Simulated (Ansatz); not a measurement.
`[AlH2][B]([SiH3])O[SiH3]` → `[AlH2][BH]O[SiH3]` + `[SiH2]` at 600 K and 1 bar (silylene loss).

Calculated with Ansatz (gas phase, PBE0-D4/def2-TZVP geometries, no zero-point term in ΔE). CBS: MP2 limit from def2 TZ/QZ plus the TZ coupled-cluster correction, frozen cores. This one scheme is used for every species. Each species was taken in one conformer, which may not be the lowest.

```json
{"species": "`[AlH2][B]([SiH3])O[SiH3]`", "CCSD(T)/CBS energy (Eh)": "-924.97253", "H − E (kJ/mol)": "272.6", "S (J/(mol·K))": "536.9"}
{"species": "`[AlH2][BH]O[SiH3]`", "CCSD(T)/CBS energy (Eh)": "-634.69802", "H − E (kJ/mol)": "209.2", "S (J/(mol·K))": "453.9"}
{"species": "`[SiH2]`", "CCSD(T)/CBS energy (Eh)": "-290.19011", "H − E (kJ/mol)": "52.1", "S (J/(mol·K))": "233.9"}
```

H − E and S are ideal-gas, rigid-rotor, harmonic terms from PBE0-D4/def2-TZVP, for one conformer and one mirror image of each species. 1 Eh = 2625.50 kJ/mol, R = 8.31446 J/(mol·K).

Question: By hand: ΔE, ΔH, ΔS and ΔG.

Answer: ΔE = (-634.69802) + (-290.19011) − (-924.97253) = 0.08440 Eh = 221.6 kJ/mol. Δ(H − E) = 209.2 + 52.1 − 272.6 = -11.3, so ΔH = 210.3 kJ/mol. ΔS = 453.9 + 233.9 − 536.9 = 150.9 J/(mol·K). ΔG = 210.3 − 600 × (150.9)/1000 = 119.8 kJ/mol.

Question: By hand: the equilibrium constant, and the temperature at which ΔG would vanish if ΔH and ΔS stayed fixed.

Answer: log₁₀ K = −ΔG/(RT ln 10) = -10.4. ΔG = 0 at ΔH/ΔS = 1394 K.

The number of gas molecules changes by +1, which sets the sign of ΔS. A doubt of 5 kJ/mol in ΔE shifts log₁₀ K by 0.4 here. Other conformers and mirror images would add mixing entropy, several J/(mol·K) or more a flexible species. Modes under 60 cm⁻¹, often nearly free rotors, make the harmonic entropy too high. These are equilibria of isolated gas molecules and say nothing of rates. Largest T1 diagnostic: 0.014 (customary marks: 0.02 for closed shells, 0.045 for open ones).
